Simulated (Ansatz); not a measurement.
One change: `CCSBF` becomes `CC[Se]BF`.

Ansatz, PBE0-D4/def2-TZVP geometries, multiplicity 1. Each molecule was computed in one conformer, which needn't be the lowest.

Scalar relativity is left out up to krypton. Spin–orbit coupling is left out; it splits and shifts lone-pair levels of the heavy atoms by tenths of an eV.

| property | `CCSBF` |
| --- | --- |
| HOMO energy (B3LYP/def2-TZVPP) / eV | -7.42 |
| size of the dipole moment (B3LYP/def2-TZVPP) / D | 2.56 |
| LUMO energy (PBE/def2-TZVPP) / eV | -1.46 |
| LUMO energy (B3LYP/def2-TZVPP) / eV | -0.74 |
| HOMO–LUMO gap (ωB97M-V/def2-TZVPP) / eV | 11.26 |
| HOMO energy (ωB97M-V/def2-TZVPP) / eV | -9.83 |

**Question.** What does the change do to each property? (Best estimate.)

**Answer.** Ansatz gave: 
```json
{"property": "HOMO energy (B3LYP/def2-TZVPP) / eV", "`CC[Se]BF`": "-7.00", "shift": "0.42"}
{"property": "size of the dipole moment (B3LYP/def2-TZVPP) / D", "`CC[Se]BF`": "1.41", "shift": "-1.15"}
{"property": "LUMO energy (PBE/def2-TZVPP) / eV", "`CC[Se]BF`": "-1.52", "shift": "-0.06"}
{"property": "LUMO energy (B3LYP/def2-TZVPP) / eV", "`CC[Se]BF`": "-0.81", "shift": "-0.07"}
{"property": "HOMO–LUMO gap (ωB97M-V/def2-TZVPP) / eV", "`CC[Se]BF`": "10.69", "shift": "-0.57"}
{"property": "HOMO energy (ωB97M-V/def2-TZVPP) / eV", "`CC[Se]BF`": "-9.36", "shift": "0.47"}
```

With PBE0 the HOMO rises by 0.43 eV and the LUMO falls by 0.08 eV, so the gap narrows by about 0.51 eV. PBE moves the HOMO by 0.34 eV and ωB97M-V by 0.47 eV. Dipoles are sizes alone; their direction can turn.

Positive LUMOs are unbound, so they and the gaps depend on the basis.

B3LYP here is the variant with VWN-RPA as its local correlation; programs differ in this.
